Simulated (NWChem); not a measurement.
System: C₃H₆OS; SMILES C(CSC)=O

Input file for NWChem:

```
start job
memory heap 200 mb stack 900 mb global 1100 mb
geometry units angstroms noautosym nocenter noautoz
  C     -1.322001    -1.184345     0.186467
  S      0.438554    -1.199366    -0.215841
  C      0.951904     0.354497     0.581167
  C      0.387911     1.467862    -0.255167
  O     -0.607581     2.081671     0.028738
  H     -1.484167    -1.332044     1.264408
  H     -1.773834    -2.022618    -0.361923
  H     -1.800859    -0.247103    -0.133539
  H      2.052309     0.352131     0.564044
  H      0.586919     0.410106     1.617948
  H      0.924150     1.637706    -1.224112
end
basis spherical
  * library def2-svp
end
dft
  xc b3lyp
  iterations 150
  mulliken
end
task dft energy
esp
  recalculate
  probe 0.07
  range 0.3
  factor 1.0
  spacing 0.02
end
task esp
```

Excerpt of the output:

```
             Northwest Computational Chemistry Package (NWChem) 7.3.0
             --------------------------------------------------------

                             Geometry "geometry" -> ""
                             -------------------------

 Output coordinates in angstroms (scale by  1.889725989 to convert to a.u.)

  No.       Tag          Charge          X              Y              Z
 ---- ---------------- ---------- -------------- -------------- --------------
    1 C                    6.0000    -1.32200100    -1.18434500     0.18646700
    2 S                   16.0000     0.43855400    -1.19936600    -0.21584100
    3 C                    6.0000     0.95190400     0.35449700     0.58116700
    4 C                    6.0000     0.38791100     1.46786200    -0.25516700
    5 O                    8.0000    -0.60758100     2.08167100     0.02873800
    6 H                    1.0000    -1.48416700    -1.33204400     1.26440800
    7 H                    1.0000    -1.77383400    -2.02261800    -0.36192300
    8 H                    1.0000    -1.80085900    -0.24710300    -0.13353900
    9 H                    1.0000     2.05230900     0.35213100     0.56404400
   10 H                    1.0000     0.58691900     0.41010600     1.61794800
   11 H                    1.0000     0.92415000     1.63770600    -1.22411200

 Effective nuclear repulsion energy (a.u.)     221.6643144462

                                 NWChem DFT Module
                                 -----------------

 Summary of "ao basis" -> "ao basis" (spherical)
 ------------------------------------------------------------------------------
       Tag                 Description            Shells   Functions and Types
 ---------------- ------------------------------  ------  ---------------------
 C                          def2-svp                 6       14   3s2p1d
 S                          def2-svp                 8       18   4s3p1d
 O                          def2-svp                 6       14   3s2p1d
 H                          def2-svp                 3        5   2s1p

            General Information
            -------------------
          SCF calculation type: DFT
          Wavefunction type:  closed shell.
          No. of atoms     :    11
          No. of electrons :    48
           Alpha electrons :    24
            Beta electrons :    24
          Charge           :     0
          Spin multiplicity:     1
          Use of symmetry is: off; symmetry adaption is: off
          Maximum number of iterations: 150
          AO basis - number of functions:   104
                     number of shells:    50
          Convergence on energy requested:  1.00D-06
          Convergence on density requested:  1.00D-05
          Convergence on gradient requested:  5.00D-04

              XC Information
              --------------
                         B3LYP Method XC Potential
                     Hartree-Fock (Exact) Exchange  0.200
                        Slater Exchange Functional  0.800 local
                    Becke 1988 Exchange Functional  0.720 non-local
              Lee-Yang-Parr Correlation Functional  0.810
                  VWN I RPA Correlation Functional  0.190 local

             Grid Information
             ----------------
          Grid used for XC integration:  medium
          Radial quadrature: Mura-Knowles
          Angular quadrature: Lebedev.
          Tag              B.-S. Rad. Rad. Pts. Rad. Cut. Ang. Pts.
          ---              ---------- --------- --------- ---------
          C                   0.70       49          11.0       434
          S                   1.00       88           9.0       590
          O                   0.60       49          11.0       434
          H                   0.35       45          12.0       434
          Grid pruning is: on
          Number of quadrature shells:   554
          Spatial weights used:  Erf1

[...]

                     NWChem Electrostatic Potential Fit Module
                     -----------------------------------------

 Atom parameters

 Number of atoms is                                   11
 Number of basis functions is                        104

 Grid parameters

 Maximum number of grid points is                  41527
 Number of grid points is                          41526
 Grid range                                     0.300000 nm
 Grid spacing                                   0.020000 nm
 Probe radius                                   0.070000 nm
 Atom radius factor                             1.000000

 Atomic radii

    1    0.100000
    6    0.147000
    8    0.136000
   16    0.174000
 FASTESP  F
  using M.O. file = ./job.movecs

    Atom              Coordinates                           Charge

                                                  ESP

    1 C    -0.132200   -0.118435    0.018647    0.110875
    2 S     0.043855   -0.119937   -0.021584   -0.263153
    3 C     0.095190    0.035450    0.058117    0.096078
    4 C     0.038791    0.146786   -0.025517    0.406224
    5 O    -0.060758    0.208167    0.002874   -0.440022
    6 H    -0.148417   -0.133204    0.126441    0.005285
    7 H    -0.177383   -0.202262   -0.036192    0.035584
    8 H    -0.180086   -0.024710   -0.013354    0.030456
    9 H     0.205231    0.035213    0.056404    0.031584
   10 H     0.058692    0.041011    0.161795    0.022149
   11 H     0.092415    0.163771   -0.122411   -0.035062
                                            ------------
                                               -0.000000

 Dipole moment                                  0.571995

 Quadrupole moment Qxx                          6.088844
                   Qyy                         -8.019298
                   Qzz                          1.930454

 RMS deviation kJ/mol                           0.078022

 RRMS %                                        38.131457
```

Level: B3LYP/def2-SVP. Coordinates come from a PBE0/def2-SVP optimisation.
